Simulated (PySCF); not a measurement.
## Interval between two levels of Sc⁺ by level of theory

Sc⁺ [Ar] 3d1 4s1 [3D3, M_J = 3] → Sc⁺ [Ar] 3d1 4p1 [3F4, M_J = 4], as a difference of total energies. Computed with PySCF 2.14 in x2c-TZVPall-2c with one added diffuse shell each of s, p, d type (7s8p5d1f, 63 functions), with the two-component X2C-1e Hamiltonian. Correlated levels: [Ne] frozen. "Screened" scales the spin-orbit matrix elements by Boettger's factors to mimic the two-electron term; Breit and QED terms are absent.

```
                    method  interval between two levels (cm⁻¹)  error (cm⁻¹)
           GHF (spin-free)                               25838         -1826
          GMP2 (spin-free)                               27467          -197
 GHF (screened spin-orbit)                               25934         -1730
GMP2 (screened spin-orbit)                               27574           -90
```

Reference: 27664 cm⁻¹ (measured; NIST Handbook of Basic Atomic Spectroscopic Data (Sansonetti and Martin, J. Phys. Chem. Ref. Data 34, 1559 (2005))).

Errors of the correlated levels include the incompleteness of this basis and the frozen core.

The labels give the starting determinants; with spin-orbit coupling the two ends relaxed to ⟨J²⟩ = 12.01, ⟨L²⟩ = 6.01, ⟨S²⟩ = 2.00 and ⟨J²⟩ = 20.00, ⟨L²⟩ = 12.00, ⟨S²⟩ = 2.00.
